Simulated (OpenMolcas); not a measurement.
Tc4+ (d3) among equal point charges was computed by CASSCF with the d shell active (OpenMolcas, ANO-RCC-VTZP on the metal). Its lowest spin-free states, and all those of the highest spin:

```
2S+1  Degeneracy  E (cm-1)
   4           2       0.0
   4           1      3920
   2           2      4329
   2           2     12161
   2           2     15157
   2           2     15320
   4           2     15990
   2           2     19681
   2           2     20779
   4           2     23713
   2           1     24242
   2           1     27538
   4           2     30409
   4           1     56050
```

Problem. Is the site octahedral, tetrahedral or cube-like, axial, or of lower symmetry?

Solution. The states with 2S+1 = 4 have orbital degeneracies 2, 1, 2, 2, 2, 1. There are pairs but no triples, so the site is axial: not cubic, but with a proper or improper axis of order three or more. The run had Tc4+ among 2 point charges of -3 e arranged as a linear pair (D∞h), 1.89 Å from the ion.

Without dynamic correlation the repulsion within the d shell is too large (B by tens of per cent), so at a given field states of lower spin stand too high. This is an electrostatic model: the charges have no orbitals. No measured value stands beside these numbers.
